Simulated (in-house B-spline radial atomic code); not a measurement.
Gd³⁺. Computed with a B-spline radial atomic code. Model: all-electron spherical atom, spin shells full or empty, radial basis limit, no spin-orbit coupling, Breit or QED, empty-state partial waves extrapolated as (l+1/2)^-4, RPA, G0W0 and static COHSEX of the highest shell as one setting changes (uncorrelated shells keep exact exchange).

Empty levels are discrete states of a finite basis, so the steps are uneven.

Without the two-electron picture change, core correlation of heavy ions comes too large.

Given: element Gd; charge 3; filled core Xe; hamiltonian one-electron scalar X2C; mean-field start r2SCAN; highest l of empty states 9; nuclear rms radius 5.1569 fm; lowest nl shells left uncorrelated 8; highest mean-field shell 4f up; box radius 14.14 bohr.

Shell: 4f 7 0 (electrons up and down).

```json
{"highest empty level kept (hartree)": "5.33", "RPA correlation energy (hartree)": "-0.88249", "G0W0 level (eV)": "-42.754", "G0W0 minus most complete (meV)": "1818.5", "COHSEX level (eV)": "-43.947", "linearised minus solved G0W0 (meV)": "-62.9"}
{"highest empty level kept (hartree)": "10.67", "RPA correlation energy (hartree)": "-1.1438", "G0W0 level (eV)": "-43.241", "G0W0 minus most complete (meV)": "1331.7", "COHSEX level (eV)": "-45.448", "linearised minus solved G0W0 (meV)": "-71.8"}
{"highest empty level kept (hartree)": "18.67", "RPA correlation energy (hartree)": "-1.3586", "G0W0 level (eV)": "-43.652", "G0W0 minus most complete (meV)": "920.3", "COHSEX level (eV)": "-46.861", "linearised minus solved G0W0 (meV)": "-80.7"}
{"highest empty level kept (hartree)": "32", "RPA correlation energy (hartree)": "?", "G0W0 level (eV)": "?", "G0W0 minus most complete (meV)": "?", "COHSEX level (eV)": "?", "linearised minus solved G0W0 (meV)": "?"}
{"highest empty level kept (hartree)": "53.33", "RPA correlation energy (hartree)": "-1.6622", "G0W0 level (eV)": "-44.264", "G0W0 minus most complete (meV)": "308.4", "COHSEX level (eV)": "-49.202", "linearised minus solved G0W0 (meV)": "-95.8"}
{"highest empty level kept (hartree)": "96", "RPA correlation energy (hartree)": "?", "G0W0 level (eV)": "?", "G0W0 minus most complete (meV)": "?", "COHSEX level (eV)": "?", "linearised minus solved G0W0 (meV)": "?"}
{"highest empty level kept (hartree)": "160", "RPA correlation energy (hartree)": "-1.7995", "G0W0 level (eV)": "-44.531", "G0W0 minus most complete (meV)": "41.5", "COHSEX level (eV)": "-50.26", "linearised minus solved G0W0 (meV)": "-102.9"}
{"highest empty level kept (hartree)": "320", "RPA correlation energy (hartree)": "-1.8156", "G0W0 level (eV)": "-44.565", "G0W0 minus most complete (meV)": "7.4", "COHSEX level (eV)": "-50.409", "linearised minus solved G0W0 (meV)": "-103.8"}
{"highest empty level kept (hartree)": "640", "RPA correlation energy (hartree)": "-1.8193", "G0W0 level (eV)": "-44.572", "G0W0 minus most complete (meV)": "0.6", "COHSEX level (eV)": "-50.436", "linearised minus solved G0W0 (meV)": "-104"}
{"highest empty level kept (hartree)": "1333.3", "RPA correlation energy (hartree)": "-1.8198", "G0W0 level (eV)": "-44.572", "G0W0 minus most complete (meV)": "0.1", "COHSEX level (eV)": "-50.437", "linearised minus solved G0W0 (meV)": "-104"}
{"highest empty level kept (hartree)": "3200", "RPA correlation energy (hartree)": "-1.8201", "G0W0 level (eV)": "-44.572", "G0W0 minus most complete (meV)": "0", "COHSEX level (eV)": "-50.438", "linearised minus solved G0W0 (meV)": "-104"}
{"highest empty level kept (hartree)": "10667", "RPA correlation energy (hartree)": "-1.8202", "G0W0 level (eV)": "-44.573", "G0W0 minus most complete (meV)": "0", "COHSEX level (eV)": "-50.438", "linearised minus solved G0W0 (meV)": "-104"}
```

**Question.** What follows for highest empty level kept = 96?

**Answer.** RPA correlation energy -1.7595 hartree; G0W0 level -44.449 eV; G0W0 minus most complete 123.5 meV; COHSEX level -49.9 eV; linearised minus solved G0W0 -100.7 meV.

**Question.** What follows for highest empty level kept = 32?

**Answer.** RPA correlation energy -1.543 hartree; G0W0 level -44.024 eV; G0W0 minus most complete 548.2 meV; COHSEX level -48.299 eV; linearised minus solved G0W0 -89.6 meV.
